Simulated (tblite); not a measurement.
Q: What does the GFN2-xTB structure of `[N]=C[SiH2]C[SiH3]` [radical] look like in three dimensions? (Doublet state.)

A: 
```
atom  x, y, z in Å
N1    -1.8908   -1.2983   -0.9435
C2    -2.1118   -0.1266   -0.7559
Si3   -0.7840    1.0914    0.0092
C4     0.7175    0.0915    0.5615
Si5    1.6278   -0.8590   -0.8246
H6    -3.0423    0.4041   -0.9773
H7    -0.4990    2.0542   -1.0595
H8    -1.4935    1.7531    1.1137
H9     1.4234    0.7588    1.0574
H10    0.3996   -0.6318    1.3130
H11    2.7544   -1.5729   -0.2112
H12    0.7279   -1.7871   -1.4917
H13    2.1665    0.1231   -1.7737
```

Any rigid rotation of these coordinates is as good. Atoms count from 1 in this order. Of the pairs four or more bonds apart, N1···Si5 is among the closest relative to their van der Waals radii: 3.55 Å, 97 % of the sum of Bondi's values. C2 (carbon bonded to N, Si and H) is planar (angles 126.5°, 122.7° and 110.8°, sum 360.0°, 0.00 Å off the plane of its three neighbours). Si5 (silicon bonded to C and 3 H) is tetrahedral (angles from 107.7° to 110.9°). The 3 C–Si bonds span 1.887 Å (Si3–C4, drawn single) to 1.958 Å (C2–Si3, drawn single), a spread of 0.071 Å.

Bonds between heavy atoms (Å): N1=C2 1.207, C2–Si3 1.958, Si3–C4 1.887, C4–Si5 1.911.

Computed geometry: GFN2-xTB, gas phase. This method treats the open shell by occupation alone, without spin polarisation.

Point group: C1 (no symmetry element, even within 0.4 Å). Its GFN2-xTB frequencies are all real (lowest 48 cm⁻¹). Torsions: N1–C2–Si3–C4 -7°, C2–Si3–C4–Si5 61°. 3 starts were optimised and ended at 0.00, 0.45 and -3.38 kcal/mol (GFN2-xTB); the lowest of these is shown.

One conformer stands for the species.
